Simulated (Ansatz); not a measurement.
Bond stretch in SMILES [OH][Hf]([Cl])([Cl])[Cl]. The Hf1–O5 bond (Hf1 also carries Cl, Cl, Cl; O5 carries H) is stretched with both fragments frozen at the PBE0/def2-TZVP, def2 effective core potentials past Kr optimised geometry.

Computed with unrestricted PBE0/def2-TZVP, def2 effective core potentials past Kr run with Ansatz (an electronic-structure program).

Q: Relative to R = 1.88 Å, what are the energies at R = 1.66, 2.50, 2.78, 3.44 Å?

A: 25.5 kcal/mol at 1.66 Å, 57.2 kcal/mol at 2.50 Å, 87.1 kcal/mol at 2.78 Å, 131.0 kcal/mol at 3.44 Å.

The unrestricted determinant behind UKS-PBE0 is spin-contaminated at 3.44 to 5.41 Å (<S²> up to 1.0, against 0.00 for a pure singlet).
